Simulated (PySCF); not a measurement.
Isomers of C11H14. Level of theory: PBE0-D3(BJ)/def2-SVP geometry optimisation, gas phase (PySCF 2.14.0). One conformer each; no zero-point energy, no entropy. No frequencies were run at this level. Point groups hold within 0.08 Å.

Question: Order them by energy at this level, lowest first, and give relative energies in kcal/mol.
A. `C#C[C@@H]1C[C@H]2C=C[C@]1(C)CC2`
B. `[CH2:1]=[C:2]([CH2:3][CH2:4][CH3:5])[c:6]1[cH:7][cH:8][cH:9][cH:10][cH:11]1` with C1–C2–C3–C4 117°, C2–C3–C4–C5 179°, C1–C2–C6–C7 -36° (2-phenyl-1-pentene)
C. `[CH3:1][CH2:2][CH2:3]/[CH:4]=[CH:5]\[c:6]1[cH:7][cH:8][cH:9][cH:10][cH:11]1` with C1–C2–C3–C4 180°, C2–C3–C4–C5 -139°, C4–C5–C6–C7 145°
D. `[CH3:1][CH2:2][CH2:3][C@@:4]12[CH:5]=[CH:6][C@@H:7]([CH:8]=[CH:9]1)[CH:10]=[CH:11]2` with C1–C2–C3–C4 180°, C2–C3–C4–C5 -61°
E. `[CH3:1][CH2:2][C@@H:3]1[CH2:4][CH2:5][c:6]2[cH:7][cH:8][cH:9][cH:10][c:11]21` with C1–C2–C3–C4 -62°, C2–C3–C4–C5 -154°, C3–C4–C5–C6 28°, C4–C5–C6–C7 163°, C2–C3–C11–C10 -38° (1-ethylindane)

Answer: E (0.0), B (22.3), C (23.1), D (61.3), A (63.1).

As drawn, the lowest has an aromatic ring, which the highest lacks; the highest has a C≡C bond, a C=C bond outside aromatic rings and a quaternary carbon, which the lowest lacks. Neighbours under 2.5 kcal/mol apart (C=C(CCC)c1ccccc1 and CCC/C=C\c1ccccc1; CCCC12C=CC(C=C1)C=C2 and C#C[C@@H]1C[C@H]2C=C[C@]1(C)CC2) can change places with a better method, another conformer or zero-point energy.

| SMILES | E (Eh) | E rel (kcal/mol) | dipole (D) | point group | A, B, C (MHz) |
| --- | --- | --- | --- | --- | --- |
| CC[C@@H]1CCc2ccccc21 | -426.82494 | 0.0 | 0.61 | C1 | 2197, 804.8, 608.3 |
| C=C(CCC)c1ccccc1 | -426.78940 | 22.3 | 0.41 | C1 | 1822, 691.3, 570.4 |
| CCC/C=C\c1ccccc1 | -426.78816 | 23.1 | 0.43 | C1 | 2294, 515.2, 458.1 |
| CCCC12C=CC(C=C1)C=C2 | -426.72726 | 61.3 | 0.10 | Cs | 2594, 724.6, 713.9 |
| C#C[C@@H]1C[C@H]2C=C[C@]1(C)CC2 | -426.72442 | 63.1 | 0.56 | C1 | 1726, 1119, 935.0 |
